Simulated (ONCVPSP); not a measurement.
## Cd (Z = 48), ONCV: configuration errors across variants

cadmium, optimised norm-conserving Vanderbilt (ONCV), made with ONCVPSP 4.0.1 (PBE, fully relativistic). Core [Ar] 3d10, reference 4s2 4p6 4d10 5s1 5p1. Waves: 4s+5s: rc 1.65 bohr, ncon 3, nbas 8, qcut 7.6 1/bohr, 2 projectors; 4p+5p: rc 1.70 bohr, ncon 4, nbas 7, qcut 9 1/bohr, 2 projectors; 4d: rc 1.05 bohr, ncon 3, nbas 6, qcut 10.2 1/bohr, 2 projectors, debl 1.9 Ha. Local part: polynomial inside 1.00 bohr (lpopt 5, dvloc0 0 Ha). Core correction: polynomial model core, fcfact 0.6.

Open shells are filled in proportion to 2j + 1.

All-electron excitation energies from the reference (eV): (1) 4s2 4p6 4d10 5s2 5p0 -4.659; (2) 4s2 4p6 4d10 5s1 5p0 4.615; (3) 4s2 4p6 4d10 5s0 5p0 21.742; (4) 4s2 4p5 4d10 5s2 5p0 69.687.

Errors AE − PS in meV (a dash: test not solved or not reliable):

```tsv
change	(1)	(2)	(3)	(4)	bound ghosts	GHOST(+) flags above zero
base	-0.9	+0.1	-1.8	-48	none	s
local potential polynomial inside 1.00 bohr (lpopt 5, dvloc0 -1.5 Ha)	-0.9	+0.1	-1.8	-48	none	s
local potential polynomial inside 1.00 bohr (lpopt 5, dvloc0 1.5 Ha)	-0.9	+0.1	-1.8	-49	none	s
local potential polynomial inside 1.00 bohr (lpopt 5, dvloc0 3.5 Ha)	-0.9	+0.1	-1.8	-49	none	none
local potential polynomial inside 1.00 bohr (lpopt 5, dvloc0 5.5 Ha)	-0.9	+0.1	-1.8	-49	none	none
local potential polynomial inside 1.00 bohr (lpopt 5, dvloc0 8.5 Ha)	-0.9	+0.1	-1.9	-50	none	none
```

**Question.** Give the same row for: local potential polynomial inside 1.00 bohr (lpopt 5, dvloc0 7 Ha).

**Answer.** -0.9, +0.1, -1.9, -49; bound ghosts: none; GHOST(+) flags above zero: none.
